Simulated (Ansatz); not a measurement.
Mulliken charges of `[CH3][Zn][Cl]` from r2SCAN/def2-TZVPP in Ansatz (PBE0-D4/def2-TZVP geometry).

```csv
atom,x (Å),y (Å),z (Å),charge (e)
C1,-0.475,0.477,-0.425,-0.362
Zn2,0.680,-0.692,0.576,0.437
Cl3,1.946,-1.973,1.671,-0.344
H4,-1.364,-0.061,-0.759,0.090
H5,0.046,0.865,-1.302,0.090
H6,-0.791,1.320,0.193,0.090
```

Q: By hand: the dipole of these point charges (1 e Å = 4.8032 D).

A: Σ q r = (-0.390, 0.395, -0.337) e Å, of length 0.649 e Å = 3.12 D.

Q: How does the dipole of the full density compare? (Best estimate.)

A: Computed: (-0.314, 0.318, -0.272) e Å, 2.51 D; the point charges give 1.24 times that, at 0° from its direction.

Point charges leave out the atoms' own dipoles, such as those of lone pairs, and Mulliken's split depends on the basis, so the two needn't agree.
